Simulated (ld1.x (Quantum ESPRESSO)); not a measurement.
O, RRKJ: configuration errors across variants

oxygen (O), norm-conserving RRKJ (Kleinman–Bylander form), made with ld1.x (Quantum ESPRESSO) 7.5 (PBE, non-relativistic). Core [He], reference 2s2 2p4. Waves: 2s (bound): rc 0.90 bohr; 2p (bound): rc 1.05 bohr. Local part: the p channel. Core correction: Bessel-smoothed model core inside 0.90 bohr.

All-electron excitation energies from the reference (eV): (1) 2s2 2p3 16.439; (2) 2s2 2p2 50.033; (3) 2s2 2p1 103.905; (4) 2s2 2p3.5 6.290; (5) 2s1 2p4 31.609; (6) 2s2 2p0 180.807; (7) 2s1 2p5 14.896.

1 further variants failed, have other tests or too few solved ones, and are left out.

Errors AE − PS in meV (a dash: test not solved or not reliable):

```tsv
change	(1)	(2)	(3)	(4)	(5)	(6)	(7)	bound ghosts
base	-0.7	+17	+149	-0.4	-2.8	+670	+7.8	none
wave 2s (bound): rc 0.90 bohr becomes 2s (bound): rc 0.68 bohr	-0.1	+23	+169	-0.3	-3.7	+723	+8.8	none
wave 2s (bound): rc 0.90 bohr becomes 2s (bound): rc 0.74 bohr	-0.4	+20	+157	-0.4	-3.6	+685	+8.1	none
wave 2s (bound): rc 0.90 bohr becomes 2s (bound): rc 0.84 bohr	-0.7	+18	+150	-0.4	-2.9	+670	+7.8	none
wave 2s (bound): rc 0.90 bohr becomes 2s (bound): rc 1.02 bohr	-0.3	+21	+162	-0.4	-2.7	+709	+8.8	none
wave 2s (bound): rc 0.90 bohr becomes 2s (bound): rc 1.12 bohr	+0.9	+30	+197	-0.1	-2.7	+802	+12	none
wave 2s (bound): rc 0.90 bohr becomes 2s (bound): rc 1.20 bohr	+1.9	+37	+224	0.0	-2.9	+867	+14	none
wave 2s (bound): rc 0.90 bohr becomes 2s (bound): rc 1.26 bohr	+3.2	+47	+258	+0.2	-3.4	+945	+18	none
wave 2s (bound): rc 0.90 bohr becomes 2s (bound): rc 1.34 bohr	+5.7	+65	+319	+0.7	-5.8	+1085	+23	none
```

Problem. Give the same row for: wave 2s (bound): rc 0.90 bohr becomes 2s (bound): rc 0.94 bohr.

Solution. -0.7, +18, +152, -0.4, -2.8, +677, +7.9; bound ghosts: none.
